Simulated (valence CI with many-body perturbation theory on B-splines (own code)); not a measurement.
Sensitivity of CI+MBPT for Sn II

Computed by relativistic CI+MBPT: three valence electrons over a frozen Dirac-Fock core [Kr] 4d10, radial functions for each j: 6 s, 6 p, 5 d, 3 f, 1 g, with the one-electron correlation potential Σ1 (screened to all orders), the two-electron term Σ2, the three-electron term Σ3, Breit, model QED; selected single and double excitations, second order for the rest, scaled by the run's own slope (own B-spline code, finite nucleus).

Against 11 measured levels this calculation errs by 214 cm⁻¹ on average and by 487 at most. These come from a selection out of the NIST Handbook of Basic Atomic Spectroscopic Data. Levels without a partner in it may be off by more.

The reference run has the lowest level 5s²5p ²P°_1/2 and an ionisation energy of 14.6069 eV. Its largest variational space holds 4542 state functions.

Names give the largest LS component (configuration and term), which can be under half, so a name can repeat, a term be missing and a line seem to break the LS rules; names also repeat where a configuration has a term twice.

Changed runs:
A. three-electron term on → off; orbitals per symmetry with explicit Σ2 and valence Breit (the others get mean screening factors) 5 → 4
B. hole-hole ladder in Σ2 on → off
C. cutoff of virtual states (hartree) 5000 → 60
D. correlating orbitals by l 3 3 3 2 1 → 2 2 1 1 0; natural orbitals for correlation on → off (bad on purpose)

Excitation energies of the reference run in cm⁻¹, and shifts in cm⁻¹:

| Level | Reference | A | B | C | D |
| --- | --- | --- | --- | --- | --- |
| 5s²5p ²P°_3/2 | 4242 | -0.9 | -1.1 | -12 | -55 |
| 5s5p² ⁴P_1/2 | 45979 | +25 | -32 | -39 | -1639 |
| 5s5p² ⁴P_3/2 | 47882 | +20 | -33 | -45 | -1667 |
| 5s5p² ⁴P_5/2 | 50253 | +19 | -33 | -51 | -1573 |
| 5s²6s ²S_1/2 | 57026 | +40 | -5.9 | -65 | -605 |
| 5s5p² ²D_3/2 | 58592 | +24 | -19 | -59 | +68 |
| 5s5p² ²D_5/2 | 59222 | +23 | -19 | -61 | +4.5 |
| 5s²6p ²P°_1/2 | 71452 | +53 | -8.7 | -69 | -681 |
| 5s²5d ²D_3/2 | 71487 | +83 | -14 | -67 | +1480 |
| 5s²5d ²D_5/2 | 72128 | +84 | -15 | -69 | +1506 |
| 5s²6p ²P°_3/2 | 72322 | +53 | -8.7 | -71 | -688 |
| 5s5p² ²S_1/2 | 75850 | +155 | -13 | -53 | +2494 |
| Ionisation energy (eV) | 14.6069 | +0.0057 | -0.0012 | -0.0111 | -0.1377 |
